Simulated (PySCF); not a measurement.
BBr3, SMILES Br[B-](Br)Br, charge -1, multiplicity 2. Coordinates come from a r2SCAN-D4/def2-SVPD optimisation.

Computed equilibrium geometry at r2SCAN-D4/def2-SVPD (PySCF confirms it by a frequency run) as a Z-matrix, and its point group:
point group C3v.
```
B
Br 1 2.0259
Br 1 2.0259 2 112.61
Br 1 2.0259 2 112.61 3 -128.67
```
Charge -1, spin multiplicity 2.
